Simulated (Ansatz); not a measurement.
Species: BICl, charge 0, doublet. BICl (SMILES [B](Cl)I, doublet).
B3LYP-D3(BJ)/def2-TZVP minimum from Ansatz (an electronic-structure program):
```
B
Cl 1 1.7190
I 1 2.1145 2 126.96
```
Charge 0, spin multiplicity 2.

Total energies in def2-SVP, 17 correlated electrons, 15 frozen orbitals. Radicals and triplets start from unrestricted determinants; spin-orbit coupling is neglected. Correlated methods leave the cores frozen (noble-gas shells, and filled d and f shells in the p block). Past Kr the def2 sets carry scalar-relativistic core potentials. Spin-orbit terms, left out, reach several kcal/mol for Br and I, and more for heavier atoms.

```json
[
 {"method": "HF", "program": "Ansatz", "energy (Eh)": "-780.67472", "minus CCSDT(Q) (mEh)": "328.83"},
 {"method": "MP2", "program": "Ansatz", "energy (Eh)": "-780.96550", "minus CCSDT(Q) (mEh)": "38.05"},
 {"method": "CCSD", "program": "Ansatz", "energy (Eh)": "-780.99214", "minus CCSDT(Q) (mEh)": "11.41"},
 {"method": "CCSD(T)", "program": "Ansatz", "energy (Eh)": "-781.00184", "minus CCSDT(Q) (mEh)": "1.71"},
 {"method": "CCSDT(Q)", "program": "Ansatz", "energy (Eh)": "-781.00355", "minus CCSDT(Q) (mEh)": "0.00"}
]
```

Rough core times of Ansatz's runs on a shared machine: CCSD(T) under 20 s, CCSDT(Q) 2 min.
